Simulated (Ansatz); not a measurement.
```xyz
2

O     0.0069    0.0043   -0.1143
H     0.0093   -0.0033    0.8697
```

Basis set: def2-TZVP (spherical functions). Correlated methods keep 1 orbital frozen. Charge 0, multiplicity 2.

Computed with Ansatz (development build ahead of 0.2.0); each method stands on the lowest determinant of its kind that the runs found.

Problem. Give the atomization energy at this shape (free ground-state atoms in the same class of orbitals less the molecule, no zero-point energy) of doublet OH by UHF-MP2, UHF.

Solution.

```json
{"method": "UHF-MP2", "atomization energy": "100.63 kcal/mol"}
{"method": "UHF", "atomization energy": "66.61 kcal/mol"}
```
